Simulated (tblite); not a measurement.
Compound: C₅H₁₀NPSi.
Numbering: `[N:1]#[C:2][CH2:3][C@@H:4]1[CH2:5][C@H:6]1[SiH2:7][PH2:8]` (hydrogens: H9, H10 on C3; H11 on C4; H12, H13 on C5; H14 on C6; H15, H16 on Si7; H17, H18 on P8)

Computed with GFN2-xTB (tblite), gas phase: L-BFGS steps from a force-field or distance-geometry start until the largest atomic force falls under 0.01 eV/Å.

Step 19: E = -623.2105 eV
```
atom  x, y, z in Å  |  force x, y, z in eV/Å
N1     -2.7697    2.3346   -0.2841    0.031  -0.029   0.023
C2     -2.5885    1.2386   -0.5547    0.051   0.044   0.009
C3     -2.3813   -0.1425   -0.9067    0.063  -0.009   0.000
C4     -1.0150   -0.6877   -0.5010   -0.035   0.047  -0.032
C5     -0.6093   -0.5571    0.9290   -0.077  -0.073  -0.024
C6      0.1375    0.2111   -0.1307   -0.039  -0.060   0.042
Si7     1.9019   -0.4051   -0.4322   -0.076   0.024  -0.038
P8      3.1110    1.0253   -1.6580   -0.123  -0.020  -0.033
H9     -2.5338   -0.2335   -1.9867    0.055  -0.015  -0.008
H10    -3.1604   -0.7246   -0.3988   -0.001  -0.035  -0.069
H11    -0.7713   -1.6042   -1.0278   -0.020   0.001   0.108
H12    -0.0986   -1.3834    1.4013   -0.053   0.006   0.013
H13    -1.2932   -0.0343    1.5852    0.109   0.055  -0.010
H14    -0.0656    1.2771   -0.1731    0.061  -0.072  -0.016
H15     1.8992   -1.6922   -1.1520   -0.056   0.066   0.021
H16     2.5224   -0.6535    0.8797   -0.002  -0.012   0.014
H17     4.2341    0.2293   -1.5506    0.065   0.054  -0.006
H18     3.4717    1.8085   -0.5801    0.046   0.025   0.005
```

Step 20: E = -623.2138 eV
```
atom  x, y, z in Å  |  force x, y, z in eV/Å
N1     -2.7637    2.3360   -0.2823    0.026  -0.126  -0.001
C2     -2.5885    1.2387   -0.5547    0.100   0.122   0.034
C3     -2.3766   -0.1418   -0.9091   -0.019  -0.001  -0.012
C4     -1.0164   -0.6935   -0.4948   -0.017   0.087  -0.073
C5     -0.6092   -0.5565    0.9335   -0.102  -0.102  -0.027
C6      0.1369    0.2071   -0.1266   -0.018  -0.057  -0.022
Si7     1.9009   -0.4062   -0.4336   -0.064   0.028  -0.021
P8      3.1065    1.0276   -1.6590   -0.081  -0.021  -0.008
H9     -2.5248   -0.2278   -1.9904    0.078  -0.017  -0.006
H10    -3.1639   -0.7220   -0.4119    0.002  -0.052  -0.052
H11    -0.7731   -1.6135   -1.0181   -0.034   0.038   0.126
H12    -0.1051   -1.3861    1.4035   -0.005  -0.022   0.051
H13    -1.2871   -0.0301    1.5898    0.055   0.076   0.022
H14    -0.0695    1.2725   -0.1743    0.069  -0.079  -0.011
H15     1.8982   -1.6907   -1.1589   -0.053   0.070   0.034
H16     2.5259   -0.6494    0.8781   -0.010  -0.023  -0.003
H17     4.2307    0.2298   -1.5517    0.040   0.077  -0.012
H18     3.4700    1.8122   -0.5808    0.033   0.002  -0.020
```

Step 21: E = -623.2181 eV
```
atom  x, y, z in Å  |  force x, y, z in eV/Å
N1     -2.7557    2.3370   -0.2794    0.016  -0.178  -0.015
C2     -2.5861    1.2391   -0.5546    0.142   0.153   0.050
C3     -2.3710   -0.1407   -0.9124   -0.109   0.010  -0.032
C4     -1.0188   -0.6992   -0.4882   -0.003   0.097  -0.085
C5     -0.6110   -0.5576    0.9386   -0.102  -0.100  -0.019
C6      0.1359    0.2007   -0.1218    0.005  -0.048  -0.088
Si7     1.8987   -0.4071   -0.4355   -0.027   0.025   0.016
P8      3.0995    1.0302   -1.6603   -0.009  -0.014   0.025
H9     -2.5116   -0.2209   -1.9954    0.098  -0.016  -0.013
H10    -3.1682   -0.7197   -0.4297    0.010  -0.062  -0.031
H11    -0.7761   -1.6247   -1.0030   -0.048   0.059   0.117
H12    -0.1139   -1.3901    1.4072    0.038  -0.055   0.084
H13    -1.2781   -0.0230    1.5960   -0.014   0.092   0.055
H14    -0.0732    1.2650   -0.1759    0.073  -0.066   0.002
H15     1.8956   -1.6874   -1.1671   -0.049   0.058   0.042
H16     2.5301   -0.6444    0.8760   -0.024  -0.034  -0.031
H17     4.2268    0.2322   -1.5534   -0.004   0.105  -0.023
H18     3.4683    1.8171   -0.5822    0.009  -0.027  -0.055
```

**Question.** Estimate the geometry and energy of step 22. (The exact step hangs on the optimiser's Hessian estimate; all steps are aligned on step 21, rigid shifts and turns removed.)

**Answer.** E = -623.2237 eV, largest force 0.207 eV/Å
```
atom  x, y, z in Å  |  force x, y, z in eV/Å
N1     -2.7448    2.3372   -0.2750    0.004  -0.162  -0.012
C2     -2.5798    1.2399   -0.5543    0.161   0.120   0.049
C3     -2.3650   -0.1390   -0.9177   -0.175   0.014  -0.053
C4     -1.0225   -0.7050   -0.4805   -0.004   0.064  -0.061
C5     -0.6152   -0.5607    0.9453   -0.075  -0.058   0.009
C6      0.1347    0.1909   -0.1167    0.018  -0.033  -0.132
Si7     1.8957   -0.4079   -0.4378    0.026   0.015   0.059
P8      3.0895    1.0339   -1.6623    0.073   0.002   0.056
H9     -2.4918   -0.2117   -2.0027    0.107  -0.009  -0.030
H10    -3.1741   -0.7178   -0.4546    0.019  -0.061  -0.006
H11    -0.7814   -1.6389   -0.9801   -0.062   0.064   0.074
H12    -0.1255   -1.3965    1.4141    0.062  -0.067   0.097
H13    -1.2657   -0.0119    1.6052   -0.079   0.085   0.069
H14    -0.0767    1.2535   -0.1781    0.073  -0.031   0.021
H15     1.8906   -1.6819   -1.1776   -0.039   0.031   0.043
H16     2.5352   -0.6386    0.8728   -0.039  -0.048  -0.058
H17     4.2215    0.2381   -1.5560   -0.048   0.123  -0.041
H18     3.4665    1.8228   -0.5853   -0.024  -0.050  -0.086
```

The energy changes by -0.0056 eV. The first-order estimate −F·Δx gives -0.0076 eV and the mean of the old and new forces, exact on a quadratic surface, -0.0056 eV. The step makes an angle of 75° with the force vector and moves no atom by more than 0.027 Å.

The cost below is that of the whole relaxation. Hardware: one thread of an Arm Neoverse V1, no GPU, shared host with 32 logical CPUs at a one-minute load of 27. Cost: 0.94 s of wall time.
